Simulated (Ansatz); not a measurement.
Species: H₂AlF₂N, SMILES `[NH2][Al]([F])[F]` (H–N–Al–F torsion 180°) (charge 0, multiplicity 1).

### Question
Give a relaxed geometry from Ansatz (an electronic-structure program) with CAM-B3LYP-D3(BJ)/def2-TZVP.

### Answer
Several could match; the one computed here: the end point of this relaxation, one of several conformers (outside a Z-matrix the atoms follow the SMILES, hydrogens last).
Z-matrix (Å, degrees):
```
Al
F 1 1.6385
F 1 1.6385 2 118.44
N 1 1.7422 2 120.78 3 -180.00
H 4 1.0062 1 124.46 2 0.00
H 4 1.0062 5 111.08 1 180.00
```
